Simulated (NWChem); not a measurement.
System: BeHBr; SMILES [BeH][Br]

NWChem printed, in part:

```
             Northwest Computational Chemistry Package (NWChem) 7.3.0
             --------------------------------------------------------

                             Geometry "geometry" -> ""
                             -------------------------

 Output coordinates in angstroms (scale by  1.889725989 to convert to a.u.)

  No.       Tag          Charge          X              Y              Z
 ---- ---------------- ---------- -------------- -------------- --------------
    1 Be                   4.0000     0.00000000     0.00000000    -1.65314800
    2 H                    1.0000     0.00000000     0.00000000    -2.97663600
    3 Br                  35.0000     0.00000000     0.00000000     0.30690800

 Effective nuclear repulsion energy (a.u.)      45.0372501241

  pbe96 is a nonlocal functional; adding pw91lda local functional.
                              NWChem Property Module
                              ----------------------

  itol2e modified to match energy
  convergence criterion.

                                 NWChem DFT Module
                                 -----------------

 Summary of "ao basis" -> "ao basis" (spherical)
 ------------------------------------------------------------------------------
       Tag                 Description            Shells   Functions and Types
 ---------------- ------------------------------  ------  ---------------------
 Be                         cc-pvtz                 10       30   4s3p2d1f
 H                          cc-pvtz                  6       14   3s2p1d
 Br                         cc-pvtz                 15       43   6s5p3d1f

  itol2e modified to match energy
  convergence criterion.

            General Information
            -------------------
          SCF calculation type: DFT
          Wavefunction type:  closed shell.
          No. of atoms     :     3
          No. of electrons :    40
           Alpha electrons :    20
            Beta electrons :    20
          Charge           :     0
          Spin multiplicity:     1
          Use of symmetry is: off; symmetry adaption is: off
          Maximum number of iterations: 150
          AO basis - number of functions:    87
                     number of shells:    31
          Convergence on energy requested:  1.00D-07
          Convergence on density requested:  1.00D-05
          Convergence on gradient requested:  5.00D-04

              XC Information
              --------------
          PerdewBurkeErnzerhof Exchange Functional  1.000
            Perdew 1991 LDA Correlation Functional  1.000 local
           PerdewBurkeErnz. Correlation Functional  1.000 non-local

             Grid Information
             ----------------
          Grid used for XC integration:  fine
          Radial quadrature: Mura-Knowles
          Angular quadrature: Lebedev.
          Tag              B.-S. Rad. Rad. Pts. Rad. Cut. Ang. Pts.
          ---              ---------- --------- --------- ---------
          Be                  1.05       70           9.0       590
          H                   0.35       60          11.0       590
          Br                  1.15      140          11.0       974
          Grid pruning is: on
          Number of quadrature shells:   270
          Spatial weights used:  Erf1

      Superposition of Atomic Density Guess
      -------------------------------------

 Sum of atomic energies:       -2587.51864777

      Non-variational initial energy
      ------------------------------

 Total energy =   -2587.852008
 1-e energy   =   -3690.917145
 2-e energy   =    1058.027888
 HOMO         =      -0.419087
 LUMO         =       0.041910

   convergence    iter        energy       DeltaE   RMS-Dens  Diis-err
 ---------------- ----- ----------------- --------- --------- ---------
 d= 0,ls=0.0,diis     1  -2589.1402223070 -2.63D+03  7.20D-03  5.46D-01
 d= 0,ls=0.0,diis     2  -2589.1271081817  1.31D-02  4.92D-03  3.71D-01
 d= 0,ls=0.0,diis     3  -2589.1606853205 -3.36D-02  1.96D-03  9.52D-02
 d= 0,ls=0.0,diis     4  -2589.1755759215 -1.49D-02  1.72D-04  5.70D-04
 d= 0,ls=0.0,diis     5  -2589.1756664983 -9.06D-05  3.86D-05  2.22D-05
  Resetting Diis
 d= 0,ls=0.0,diis     6  -2589.1756697674 -3.27D-06  1.21D-05  2.13D-06
 d= 0,ls=0.0,diis     7  -2589.1756700758 -3.08D-07  4.27D-06  7.09D-08
 d= 0,ls=0.0,diis     8  -2589.1756700666  9.16D-09  2.58D-06  1.13D-07

         Total DFT energy =    -2589.175670066638
      One electron energy =    -3691.397288883344
           Coulomb energy =     1151.294745793990
    Exchange-Corr. energy =      -94.110377101383
 Nuclear repulsion energy =       45.037250124099

 Numeric. integr. density =       40.000000027785

                       DFT Final Molecular Orbital Analysis
                       ------------------------------------

 Vector   18  Occ=2.000000D+00  E=-2.994942D-01
              MO Center= -9.1D-11, -6.1D-10, -2.5D+00, r^2= 1.7D+00
   Bfn.  Coefficient  Atom+Function         Bfn.  Coefficient  Atom+Function
  ----- ------------  ---------------      ----- ------------  ---------------
    32      0.272988  2 H  s                  2      0.225931  1 Be s
     7     -0.196387  1 Be pz                33      0.187462  2 H  s
    31      0.184967  2 H  s                 59      0.173052  3 Br pz
    10     -0.142153  1 Be pz                 3      0.100203  1 Be s
    62      0.091415  3 Br pz                65      0.091337  3 Br pz

 Vector   19  Occ=2.000000D+00  E=-2.850737D-01
              MO Center=  3.5D-10,  4.8D-10,  1.6D-01, r^2= 1.7D+00
   Bfn.  Coefficient  Atom+Function         Bfn.  Coefficient  Atom+Function
  ----- ------------  ---------------      ----- ------------  ---------------
    58      0.426618  3 Br py                57      0.315749  3 Br px
    64      0.240899  3 Br py                61      0.234671  3 Br py
    63      0.178294  3 Br px                60      0.173685  3 Br px
     9      0.066940  1 Be py                 6      0.058177  1 Be py
     8      0.049543  1 Be px                 5      0.043058  1 Be px

 Vector   20  Occ=2.000000D+00  E=-2.850737D-01
              MO Center= -3.3D-10,  2.4D-10,  1.6D-01, r^2= 1.7D+00
   Bfn.  Coefficient  Atom+Function         Bfn.  Coefficient  Atom+Function
  ----- ------------  ---------------      ----- ------------  ---------------
    57      0.426618  3 Br px                58     -0.315749  3 Br py
    63      0.240899  3 Br px                60      0.234671  3 Br px
    64     -0.178294  3 Br py                61     -0.173685  3 Br py
     8      0.066940  1 Be px                 5      0.058177  1 Be px
     9     -0.049543  1 Be py                 6     -0.043058  1 Be py

 Vector   21  Occ=0.000000D+00  E=-5.414261D-02
              MO Center= -3.3D-10, -3.4D-10, -1.6D+00, r^2= 3.7D+00
   Bfn.  Coefficient  Atom+Function         Bfn.  Coefficient  Atom+Function
  ----- ------------  ---------------      ----- ------------  ---------------
    11      0.364348  1 Be px                12      0.362617  1 Be py
     8      0.310574  1 Be px                 9      0.309099  1 Be py
    63     -0.212366  3 Br px                64     -0.211357  3 Br py
     5      0.198698  1 Be px                 6      0.197754  1 Be py
    57     -0.121032  3 Br px                58     -0.120457  3 Br py

 Vector   22  Occ=0.000000D+00  E=-5.414260D-02
              MO Center=  1.2D-10, -1.5D-10, -1.6D+00, r^2= 3.7D+00
   Bfn.  Coefficient  Atom+Function         Bfn.  Coefficient  Atom+Function
  ----- ------------  ---------------      ----- ------------  ---------------
    11      0.362617  1 Be px                12     -0.364348  1 Be py
     8      0.309099  1 Be px                 9     -0.310574  1 Be py
    63     -0.211357  3 Br px                64      0.212366  3 Br py
     5      0.197754  1 Be px                 6     -0.198698  1 Be py
    57     -0.120457  3 Br px                58      0.121032  3 Br py

 Vector   23  Occ=0.000000D+00  E=-1.402020D-02
              MO Center= -2.2D-10,  1.3D-09, -9.0D-01, r^2= 6.3D+00
   Bfn.  Coefficient  Atom+Function         Bfn.  Coefficient  Atom+Function
  ----- ------------  ---------------      ----- ------------  ---------------
     4      1.417033  1 Be s                 50     -0.783472  3 Br s
    13      0.495183  1 Be pz                65      0.437851  3 Br pz
    33     -0.420614  2 H  s                  2      0.223253  1 Be s
    32     -0.170476  2 H  s                 48     -0.170015  3 Br s
    59      0.146844  3 Br pz                49     -0.139415  3 Br s

     Multipole analysis of the density
     ---------------------------------

     L   x y z        total         alpha         beta         nuclear
     -   - - -        -----         -----         ----         -------
     0   0 0 0     -0.000000    -20.000000    -20.000000     40.000000

     1   1 0 0      0.000000      0.000000      0.000000      0.000000
     1   0 1 0     -0.000000     -0.000000     -0.000000      0.000000
     1   0 0 1     -0.074098     -1.126053     -1.126053      2.178007

     2   2 0 0    -18.122482     -9.061241     -9.061241      0.000000
     2   1 1 0     -0.000000     -0.000000     -0.000000      0.000000
     2   1 0 1     -0.000000     -0.000000     -0.000000      0.000000
     2   0 2 0    -18.122482     -9.061241     -9.061241      0.000000
     2   0 1 1      0.000000      0.000000      0.000000      0.000000
     2   0 0 2    -20.324482    -51.387846    -51.387846     82.451209

          -----------------------
          Electric field gradient
          -----------------------

 1 a.u. = 0.324123 10**(16) esu/cm**3  ( or statvolts/cm**2 ) = 0.97174 10**(22) v/m**2

 ------------------------------------------------------------
   Atom      X         Y         Z
 ------------------------------------------------------------
    1 Be   0.00000   0.00000  -3.12400
 ------------------------------------------------------------

 Electric field gradient in molecular frame (a.u.)
         XX             YY             ZZ             XY             XZ             YZ
 ------------------------------------------------------------------------------------------
       -0.112478      -0.112478       0.224956       0.000000      -0.000000      -0.000000

 Principal components (a.u.) and orientation
 of principal axis w.r.t. absolute frame                      Asymmetry parameter eta
 --------------------------------------------------------------------------------------
        0.224956      -0.112478      -0.112478                       0.000000

       -0.000000      -0.572666       0.819789
       -0.000000       0.819789       0.572666
        1.000000       0.000000       0.000000

 ------------------------------------------------------------
   Atom      X         Y         Z
 ------------------------------------------------------------
    2 H    0.00000   0.00000  -5.62503
 ------------------------------------------------------------

 Electric field gradient in molecular frame (a.u.)
         XX             YY             ZZ             XY             XZ             YZ
 ------------------------------------------------------------------------------------------
        0.063017       0.063017      -0.126034       0.000000      -0.000000      -0.000000

 Principal components (a.u.) and orientation
 of principal axis w.r.t. absolute frame                      Asymmetry parameter eta
 --------------------------------------------------------------------------------------
       -0.126034       0.063017       0.063017                       0.000000

       -0.000000       0.000000       1.000000
       -0.000000       1.000000       0.000000
        1.000000      -0.000000      -0.000000

 ------------------------------------------------------------
   Atom      X         Y         Z
 ------------------------------------------------------------
    3 Br   0.00000   0.00000   0.57997
 ------------------------------------------------------------

 Electric field gradient in molecular frame (a.u.)
         XX             YY             ZZ             XY             XZ             YZ
 ------------------------------------------------------------------------------------------
        0.923902       0.923902      -1.847804      -0.000000       0.000000       0.000000

 Principal components (a.u.) and orientation
 of principal axis w.r.t. absolute frame                      Asymmetry parameter eta
 --------------------------------------------------------------------------------------
       -1.847804       0.923902       0.923902                       0.000000

       -0.000000      -0.644421       0.764671
       -0.000000       0.764671       0.644421
        1.000000       0.000000       0.000000
```

Level: PBE/cc-pVTZ. The geometry was optimised at B3LYP/6-31G* (spherical d). NWChem prints the field gradient with the sign opposite to the second derivative of the potential.

Task: Write an input that gives this output.

Result: One answer among several that fit: the input that was run:
```
start job
memory heap 200 mb stack 900 mb global 1100 mb
geometry units angstroms noautosym nocenter noautoz
  Be     0.000000     0.000000    -1.653148
  H      0.000000     0.000000    -2.976636
  Br     0.000000     0.000000     0.306908
end
basis spherical
  * library cc-pvtz
end
dft
  xc xpbe96 cpbe96
  iterations 150
end
property
  efieldgrad
end
task dft property
```
